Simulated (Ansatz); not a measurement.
`[SiH3][SiH2]OBCl` at its PBE0-D4/def2-TZVP geometry, where that method's forces vanish. The species carries charge 0 and has multiplicity 1.

```xyz
11

Si   -1.2012   -0.6734   -1.0974
Si    0.1733    1.1232   -0.4766
O     1.0841    0.7825    0.8798
B     1.1698   -0.2983    1.6598
Cl    2.2690   -0.2856    3.0290
H    -1.9612   -0.2642   -2.3099
H    -0.3890   -1.8763   -1.4185
H    -2.1624   -1.0058   -0.0132
H    -0.6366    2.3268   -0.1601
H     1.1284    1.4604   -1.5622
H     0.5257   -1.2893    1.4694
```

**Question.** What forces (eV/Å) does PBE-D4/def2-TZVPP give on these atoms in Ansatz? (Best estimate.)

**Answer.** Ansatz gave: 
```
Si1  0.047  0.056  0.025
Si2 -0.248 -0.024 -0.297
O3   0.232  0.353  0.072
B4  -0.022 -0.324  0.174
Cl5  0.145 -0.003  0.185
H6  -0.080  0.037 -0.124
H7   0.076 -0.122 -0.035
H8  -0.099 -0.036  0.104
H9  -0.082  0.137  0.036
H10  0.108  0.044 -0.116
H11 -0.076 -0.117 -0.023
```
